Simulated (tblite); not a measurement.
C₂H₁₃NSSi₄.
Atom-mapped SMILES: `[CH3:1][SiH2:2][S:3][Si@@H:4]1[NH:5][CH2:6][Si@H:7]1[SiH3:8]` (hydrogens: H9, H10, H11 on C1; H12, H13 on Si2; H14 on Si4; H15 on N5; H16, H17 on C6; H18 on Si7; H19, H20, H21 on Si8)

Structure optimised with GFN2-xTB, isolated species.

**Question.** What internal coordinates does the optimisation give?

**Answer.** 
```json
{"bond": "C1–Si2", "length (pm)": "189.3", "order": "single"}
{"bond": "Si2–S3", "length (pm)": "215.0", "order": "single"}
{"bond": "S3–Si4", "length (pm)": "216.3", "order": "single"}
{"bond": "Si4–N5", "length (pm)": "171.5", "order": "single"}
{"bond": "N5–C6", "length (pm)": "145.5", "order": "single"}
{"bond": "C6–Si7", "length (pm)": "193.5", "order": "single"}
{"bond": "Si7–Si8", "length (pm)": "231.0", "order": "single"}
{"bond": "Si4–Si7", "length (pm)": "233.6", "order": "single"}
{"bond": "C1–H9, C1–H10, C1–H11", "length (pm)": "108.6", "order": "single"}
{"bond": "Si2–H12", "length (pm)": "146.0", "order": "single"}
{"bond": "Si2–H13", "length (pm)": "146.1", "order": "single"}
{"bond": "Si4–H14", "length (pm)": "146.4", "order": "single"}
{"bond": "N5–H15", "length (pm)": "100.7", "order": "single"}
{"bond": "C6–H16", "length (pm)": "109.4", "order": "single"}
{"bond": "C6–H17", "length (pm)": "109.7", "order": "single"}
{"bond": "Si7–H18", "length (pm)": "148.2", "order": "single"}
{"bond": "Si8–H19, Si8–H20, Si8–H21", "length (pm)": "146.5", "order": "single"}
```

Bonds in one row agree within 1 pm and their mean is given. Orders are formal, as drawn. A selection of angles:
```json
{"angle": "C1–Si2–S3", "degrees": "108.4"}
{"angle": "Si2–S3–Si4", "degrees": "105.3"}
{"angle": "S3–Si4–N5", "degrees": "113.0"}
{"angle": "S3–Si4–Si7", "degrees": "126.2"}
{"angle": "N5–Si4–Si7", "degrees": "77.0"}
{"angle": "Si4–N5–C6", "degrees": "110.2"}
{"angle": "N5–C6–Si7", "degrees": "97.5"}
{"angle": "C6–Si7–Si8", "degrees": "113.8"}
{"angle": "Si4–Si7–C6", "degrees": "74.4"}
{"angle": "Si4–Si7–Si8", "degrees": "124.2"}
{"angle": "H15–N5–Si4", "degrees": "130.3"}
{"angle": "H15–N5–C6", "degrees": "117.9"}
```

Dihedral angles: C1–Si2–S3–Si4 118° (anticlinal); Si2–S3–Si4–N5 48° (synclinal); S3–Si4–N5–C6 -132° (anticlinal); Si4–N5–C6–Si7 9° (synperiplanar); N5–C6–Si7–Si8 -127° (anticlinal); S3–Si4–Si7–C6 115° (anticlinal).

Si8 (SiH3 silicon) is distorted tetrahedral (angles from 106.4° to 114.3°). The 4-membered ring Si4–N5–C6–Si7 has internal angles of 74.4° to 110.2°; it is slightly puckered (a soft mode that the optimisation may not have finished), 0.05 Å rms from its mean plane, widest ring torsion 9°. The 2 C–Si bonds span 1.893 Å (C1–Si2, drawn single) to 1.935 Å (C6–Si7, drawn single), a spread of 0.042 Å. Si2 (SiH2 silicon) is distorted tetrahedral (angles from 105.6° to 111.6°). Si4 (SiH silicon) has angles from 77.0° to 126.2°. Si7 (SiH silicon) has angles from 74.4° to 124.2°. N5 (silicon-bound nitrogen) is almost planar (angles 130.3°, 117.9° and 110.2°, sum 358.4°, 0.09 Å off the plane of its three neighbours).

Point group: C1 (no symmetry element, even within 0.4 Å). GFN2-xTB frequencies show an imaginary mode (29i cm⁻¹), so the point is no minimum at that level. 3 starts were optimised and ended at 0.00, 1.20 and 1.93 kcal/mol (GFN2-xTB); the lowest of these is shown.

The run took 4.2 s of wall time on one thread of an Arm Neoverse N1, on a shared host. This is the geometry optimisation.

All values are computed, not measured.
